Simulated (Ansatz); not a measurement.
`C#C[SiH2]C#C` + `BO` → `BO[SiH2]C#C` + `C#C` at 500 K and 1 bar (ligand exchange at the Si–C bond).

Isolated molecules relaxed with PBE0-D4/def2-TZVP in Ansatz; ΔE leaves out vibrations. CCSD(T)/CBS is the MP2 limit (def2-TZVPP, def2-QZVPP) plus CCSD(T) − MP2 in def2-TZVPP, frozen cores. This one scheme is used for every species. Each species was taken in one conformer, which may not be the lowest.

```json
{"species": "`C#C[SiH2]C#C`", "CCSD(T)/CBS energy (Eh)": "-443.57893", "H − E (kJ/mol)": "189.1", "S (J/(mol·K))": "384.2"}
{"species": "`BO`", "CCSD(T)/CBS energy (Eh)": "-101.80414", "H − E (kJ/mol)": "113.6", "S (J/(mol·K))": "256.0"}
{"species": "`BO[SiH2]C#C`", "CCSD(T)/CBS energy (Eh)": "-468.17507", "H − E (kJ/mol)": "210.4", "S (J/(mol·K))": "408.7"}
{"species": "`C#C`", "CCSD(T)/CBS energy (Eh)": "-77.22717", "H − E (kJ/mol)": "90.7", "S (J/(mol·K))": "225.3"}
```

H − E and S are ideal-gas, rigid-rotor, harmonic terms from PBE0-D4/def2-TZVP, for one conformer and one mirror image of each species. 1 Eh = 2625.50 kJ/mol, R = 8.31446 J/(mol·K).

**Question.** By hand: ΔE, ΔH, ΔS and ΔG.

**Answer.** ΔE = (-468.17507) + (-77.22717) − (-443.57893) − (-101.80414) = -0.01917 Eh = -50.3 kJ/mol. Δ(H − E) = 210.4 + 90.7 − 189.1 − 113.6 = -1.6, so ΔH = -51.9 kJ/mol. ΔS = 408.7 + 225.3 − 384.2 − 256.0 = -6.2 J/(mol·K). ΔG = -51.9 − 500 × (-6.2)/1000 = -48.8 kJ/mol.

**Question.** By hand: the equilibrium constant, and the temperature at which ΔG would vanish if ΔH and ΔS stayed fixed.

**Answer.** log₁₀ K = −ΔG/(RT ln 10) = 5.1. ΔG = 0 at ΔH/ΔS = 8371 K, far beyond where these terms or the molecules hold.

The number of gas molecules stays the same, so ΔS is small and ΔH decides. A doubt of 5 kJ/mol in ΔE shifts log₁₀ K by 0.5 here. Other conformers and mirror images would add mixing entropy, several J/(mol·K) or more a flexible species. Modes under 60 cm⁻¹, often nearly free rotors, make the harmonic entropy too high. These are equilibria of isolated gas molecules and say nothing of rates. Largest T1 diagnostic: 0.014 (customary marks: 0.02 for closed shells, 0.045 for open ones).
